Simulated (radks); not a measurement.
Initial-state core-level shifts of neutral erbium when its valence configuration changes from [Xe] 4f12 6s2. Method: scalar-relativistic Kohn-Sham, r2SCAN, spin-polarised, spherical densities, finite nucleus; open shells are filled with parallel spins first (spin-orbit coupling, left out, can overturn this in heavy ions); meta-GGA in the generalised Kohn-Sham scheme; Fermi nuclear charge, rms radius 5.2516 fm; computed with a radial shooting solver on a logarithmic mesh with Libxc functionals. Shifts are changes of the shell-averaged eigenvalues in eV (positive: less bound); the change of the density at the nucleus, which sets a Mossbauer isomer shift, is in e/bohr^3, on a base of 9.193e+05.

valence                4p       4d       5s       5p  density at nucleus
4f11 5d1 6s2       -7.416   -7.184   -4.050   -3.281              +43.53
4f12 5d1 6s1       +0.857   +0.872   +0.977   +0.890              -30.24
4f11.5 5d0.5 6s2   -3.631   -3.527   -2.092   -1.719              +21.12
4f10 5d2 6s2      -15.449  -14.900   -7.750   -6.158              +91.67
4f10 6s2 6p2      -22.903  -22.384  -15.104  -13.013             +131.82
4f10.5 5d2 6s1.5  -10.372   -9.984   -4.924   -3.823              +45.69
4f12 6s1 6p1       -1.154   -1.157   -1.222   -1.211              -27.98
4f12 5d2           +0.971   +0.997   +1.194   +1.047              -60.16
